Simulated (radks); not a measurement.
All-electron atom: V XXI in [He] 2s0.5 3s0.5 (fractional occupations, a model configuration). Calculated with a radial shooting solver on a logarithmic mesh with Libxc functionals: Dirac Kohn-Sham, exchange-only B88, spin-unpolarised, spherical densities, finite nucleus; Fermi nuclear charge, rms radius 3.6002 fm. Some entries of the table are withheld. Estimate them.

orbital,occ.,eigenvalue (eV),r(max) (bohr),<r^2> (bohr^2)
1s1/2,2,-6624.235,0.04334,(1)
2s1/2,0.5,-1542.639,0.2358,0.08676
2p1/2,0,-1503.710,0.1838,0.06436
2p3/2,0,-1493.399,0.1856,0.06542
3s1/2,0.5,(2),0.6034,0.4458
3d3/2,0,-640.3737,0.4301,0.2893
3d5/2,0,-639.5039,0.4311,0.2903
4s1/2,0,-365.2579,1.152,1.432
4f5/2,0,(3),0.7712,(4)
4f7/2,0,(5),0.7719,(6)

Answer. 
(1) 1s1/2 <r^2> (bohr^2): 0.005811
(2) 3s1/2 eigenvalue (eV): -664.2528
(3) 4f5/2 eigenvalue (eV): -353.9944
(4) 4f5/2 <r^2> (bohr^2): 0.8400
(5) 4f7/2 eigenvalue (eV): -353.8205
(6) 4f7/2 <r^2> (bohr^2): 0.8412
